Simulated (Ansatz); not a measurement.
Species: C2HO, charge 0, multiplicity 2. It need not be the lowest isomer of its formula. 
Geometry from a B3LYP-D3(BJ)/def2-TZVP (Ansatz, a first-principles code) optimisation:
```
C
O 1 1.1710
C 1 1.2878 2 170.77
H 3 1.0711 1 137.10 2 180.00
```
Charge 0, spin multiplicity 2.

Basis-set convergence of Hartree-Fock and MP2 correlation energies (hartree) with Ansatz. Valence correlation only, unless marked. Open shells are spin-unrestricted. No spin-orbit coupling. No relativistic terms.

```json
[
 {"basis": "aug-cc-pVDZ", "functions": "78", "E(HF)": "-151.10549", "E(corr, MP2)": "-0.42156"},
 {"basis": "aug-cc-pVTZ", "functions": "161", "E(HF)": "(withheld)", "E(corr, MP2)": "(withheld)"}
]
```

Q: Some entries are withheld; supply them.

A: 
- aug-cc-pVTZ, E(HF): -151.14209
- aug-cc-pVTZ, E(corr, MP2): -0.51010
